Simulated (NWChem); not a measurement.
Species: GeH cation, singlet

All runs: NWChem. Low-valent species are run as closed-shell singlets; no triplet was tried in these runs. Geometry: optimised at B3LYP/6-31G* (spherical d). B3LYP is NWChem's, with the RPA form of VWN correlation.

Question: Predict the results for B3LYP/def2-SVP. Quantities: highest occupied level (eV); orbital gap (eV).

Answer: 
```
Property                      Value
---------------------------  ------
highest occupied level (eV)  -14.91
orbital gap (eV)               4.29
```
